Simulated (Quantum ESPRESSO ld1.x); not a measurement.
Values are calculated unless marked as measured or tabulated.
All-electron atom: the palladium ion Pd2+ in [Kr] 4d8 (the NIST ground configuration). Code: ld1.x of Quantum ESPRESSO 7.5. Model: Dirac Kohn-Sham, relativistic LDA (MacDonald-Vosko exchange, VWN5 correlation), spin-unpolarised, spherical densities, point nucleus; open shells fill j = l - 1/2 first.

Spin-orbit splittings of the eigenvalues, e(l+1/2) - e(l-1/2), with zeta = 2 splitting/(2l+1) and mean radii in bohr:

shell  occ.  splitting (eV)  zeta (eV)  <r> j=l-1/2  <r> j=l+1/2
2p        6           158.0      105.3       0.1174       0.1223
3p        6           27.57      18.38       0.3721       0.3829
3d       10           5.524      2.210       0.3560       0.3595
4p        6           4.549      3.033        1.013        1.044
4d        8          0.5304     0.2121        1.366        1.382
5p        0          0.4467     0.2978        3.035        3.113
